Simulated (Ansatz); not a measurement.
Cost and result for the atomization energy of `CO[Si@@H](O)[Si@H](O)Cl` (14 atoms, 13 bonds).

Cartesian coordinates in Å:
```
C -1.622 1.216 1.232
O -1.003 1.183 -0.036
Si -0.360 -0.149 -0.738
O -0.326 0.066 -2.362
Si 1.863 -0.489 -0.066
O 2.567 -1.853 -0.644
Cl 1.715 -0.579 2.006
H -2.253 2.104 1.280
H -0.876 1.269 2.030
H -2.247 0.331 1.398
H -1.209 -1.318 -0.345
H -1.145 0.295 -2.805
H 2.809 0.602 -0.384
H 2.088 -2.679 -0.565
```

Charge 0, multiplicity 1. The structure was optimised at the PBE0-D4/def2-TZVP level. It is one conformer, not always the lowest. Program: Ansatz. All runs use 2 threads of an AMD EPYC 7R13 on a shared host and a share of an NVIDIA H100 80 GB. Times are those of one run each, without the atoms' runs, and a repeat can differ threefold. Electronic energies, without spin–orbit coupling; frozen cores. CCSD(T)/CBS adds CCSD(T) − MP2 in def2-TZVPP to the MP2 limit, and its time is that of the two runs behind it. T1 = 0.012. B3LYP takes the VWN-RPA correlation (the form of Gaussian; ORCA's B3LYP/G).

CCSD(T)/CBS is a level of theory with its own doubt, some kJ/mol a heavy atom from the limit and from the frozen cores, so smaller differences don't rank the functionals.

| level | functions | wall time | atomization (kJ/mol) | difference from CCSD(T)/CBS | per bond |
| --- | --- | --- | --- | --- | --- |
| B3LYP-D4/def2-TZVPP (with forces) | 348 | 3.3 s | 5205.0 | -49.6 | -3.8 |
| r2SCAN-D4/def2-TZVPP (with forces) | 348 | 4.6 s | 5241.9 | -12.7 | -1.0 |
| PBE0-D4/def2-TZVPP | 348 | 4.6 s | 5190.6 | -64.0 | -4.9 |
| B2PLYP/def2-TZVPP | 348 | 5.5 s | 5158.2 | -96.4 | -7.4 |
| ωB97X-V/def2-TZVPP | 348 | 6.5 s | 5252.4 | -2.2 | -0.2 |
| ωB97M-V/def2-TZVPP (with forces) | 348 | 7 s | 5246.1 | -8.5 | -0.7 |
| PBE-D4/def2-TZVPP (with forces) | 348 | 7.5 s | 5291.0 | 36.4 | 2.8 |
| MP2/def2-QZVPP | 648 | 10 s | 5308.3 | 53.7 | 4.1 |
| CCSD(T)/def2-TZVPP | 348 | 14 s | 5090.1 | -164.5 | -12.7 |
| CCSD(T)/CBS(def2) | – | 24 s | 5254.6 | 0.0 | 0.0 |

From PBE to PBE0 (25 % exact exchange), in def2-TZVPP and without D4, the atomization energy moves by −95.4 kJ/mol: exact exchange takes away binding that semilocal exchange gives to molecules. The D4 term adds +59.5 kJ/mol with B3LYP and +32.0 kJ/mol with PBE0; it sums over pairs of atoms, weighted by their polarisabilities, and B3LYP, whose exchange is more repulsive, gets the larger term. In def2-TZVPP, CCSD(T) changes the Hartree–Fock value by +1326.9 kJ/mol (the triples alone add +79.4 kJ/mol) and MP2 by +1446.6 kJ/mol; breaking electron pairs costs correlation energy, which Hartree–Fock lacks.
